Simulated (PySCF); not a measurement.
Be2S2, singlet: computed properties

These are results of PBE in PySCF with Be def2-TZVP, S def2-TZVP; no relativity; density-fitted integrals, not measurements.

The structure is a minimum.

```xyz
4
charge 0 multiplicity 1, angstrom
Be    0.0000   -0.9726    0.0000
Be    0.0000    0.9726    0.0000
S    -1.6727    0.0000    0.0000
S     1.6727    0.0000    0.0000
```

| Item | Value |
| --- | --- |
| Point group | D2h |
| Bond lengths | Be–S 1.935 Å (×4) |
| Bond angles | Be–S–Be 60.4° (×2), S–Be–S 119.6° (×2) |
| Zero-point energy | 21.6 kJ/mol |
| Atomisation energy without zero-point energy | 1279 kJ/mol |
| Lowest empty level | -3.56 eV |
| Enthalpy at 298.15 K above 0 K | 13.02 kJ/mol |
| Entropy at 298.15 K and 1 bar | 271.3 J/(mol K) |
| Rotational constants | 0.9887, 0.09423, 0.08603 cm⁻¹ |
| Principal quadrupole moments (Buckingham, traceless) about the centre of mass | -12.75, -1.86, 14.61 D Å |
| Principal polarisabilities | 50.2, 68.9, 81.5 bohr³ |
| Highest occupied level | -5.80 eV |
| Dipole moment | 0.00 D |
| Heat capacity Cp at 298.15 K | 59.8 J/(mol K) |
| Rotational symmetry number | 4 |

Harmonic modes (masses in u: Be 9.012, S 31.972):
```json
{"symmetry": "b3u", "ω (cm⁻¹)": "291", "IR (km/mol)": "30.1"}
{"symmetry": "ag", "ω (cm⁻¹)": "430", "IR (km/mol)": "0.0"}
{"symmetry": "b2u", "ω (cm⁻¹)": "524", "IR (km/mol)": "110"}
{"symmetry": "b3g", "ω (cm⁻¹)": "656", "IR (km/mol)": "0.0"}
{"symmetry": "ag", "ω (cm⁻¹)": "830", "IR (km/mol)": "0.0"}
{"symmetry": "b1u", "ω (cm⁻¹)": "877", "IR (km/mol)": "269"}
```

In D2h the vibrations span b3u + 2ag + b2u + b3g + b1u. The ag, b3g modes carry no infrared intensity, as symmetry demands. With a centre of inversion only u modes can be infrared active and only g modes Raman active.

Charges (e):
| atom | Mulliken | Löwdin | polar tensor | Mayer order to Be1 |
| --- | --- | --- | --- | --- |
| Be1 | 0.13 | -0.38 | 0.65 | – |
| Be2 | 0.13 | -0.38 | 0.65 | 0.41 |
| S3,4 | -0.13 | 0.38 | -0.65 | 1.20 |
Other Mayer orders above 0.3: Be–S 1.20 (×2).

Mulliken populations on Be1: s 2.58, p 1.13, d 0.16.

Outer orbital energies (eV). occupied: -17.31, -16.59, -9.20, -7.92, -7.55, -7.21, -7.07, -5.80; empty: -3.56, -1.81, -0.81, -0.75.

Other isomers or separated fragments may lie lower.

The final relaxation and frequency run took 25 s on 4 threads of a shared Intel Xeon @ 2.70GHz host, with 112 basis functions and 12 gradients; the process peaked at 1 GiB.
